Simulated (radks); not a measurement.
Species: Cd. Configuration: [Kr] 4d10 5s1 6p1 (not the ground configuration).

Method: Dirac Kohn-Sham, PBE, spin-unpolarised, spherical densities, finite nucleus; open shells are shared between the two j in proportion to 2j + 1; Fermi nuclear charge, rms radius 4.6087 fm; computed with a radial shooting solver on a logarithmic mesh with Libxc functionals.

Energy parts (hartree):
total: -5595.63634
kinetic: 5867.41249
electron-nucleus: -13566.22920
Hartree: 2257.71075
exchange-correlation: -154.53039

Orbitals (lengths in bohr, moments of r in powers of bohr; r(max) is where P^2 peaks):
orbital      occ.  eigenvalue (hartree)   r(max)
1s1/2           2             -974.3713  0.01968
2s1/2           2             -144.7992   0.1114
2p1/2           2             -134.8166  0.08597
2p3/2           4             -127.7437  0.09031
3s1/2           2             -27.16276   0.3240
3p1/2           2             -23.16180   0.3104
3p3/2           4             -21.89869   0.3205
3d3/2           4             -14.81867   0.2642
3d5/2           6             -14.56202   0.2670
4s1/2           2              -4.10516   0.7958
4p1/2           2              -2.82334   0.8291
4p3/2           4              -2.60956   0.8539
4d3/2           4              -0.66019   0.9749
4d5/2           6              -0.63431   0.9857
5s1/2           1              -0.37373    2.241
6p1/2    0.333333              -0.03953    9.922
6p3/2    0.666667              -0.03829    10.12

The highest occupied level is 6p3/2 at -1.042 eV. The density falls to 0.001 e/bohr^3 at r = 3.89 bohr.
